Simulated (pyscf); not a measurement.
Structures and frequencies: ωB97X-D3(BJ)/def2-SVP in PySCF. MP2 and CC: frozen core, UHF for open shells. ΔMP2 is the change of the MP2 total energy from the triple- to the quadruple-zeta basis.

Problem. PBE/def2-TZVP puts the barrier of cyclic C₂H₂N (SMILES [C]1=NC1) [doublet] -> •H₂C–C≡N (ring opening; doublet surface; C–N broken, none formed) at 3.6 kcal/mol and the reaction energy at -49.5 kcal/mol, from the reactant's lowest minimum found. What do B3LYP-D3(BJ)/def2-TZVP, M06-2X/def2-TZVP, CCSD(T)/def2-TZVPP + ΔMP2(QZVPP) give on the same structures?

Solution. B3LYP-D3(BJ): ΔE‡ = 2.2 kcal/mol, ΔE = -53.3 kcal/mol; M06-2X: ΔE‡ = 6.3 kcal/mol, ΔE = -48.6 kcal/mol; CCSD(T): ΔE‡ = 3.4 kcal/mol, ΔE = -50.7 kcal/mol. PBE's barrier lies among them. Its reaction energy lies among theirs. This is the saddle that the search found; another between the same sides may lie lower. The CCSD(T) − MP2 part came from Ansatz, without density fitting, on the same reference. A UHF reference is spin-contaminated (<S²> up to 1.06), which harms MP2 most.
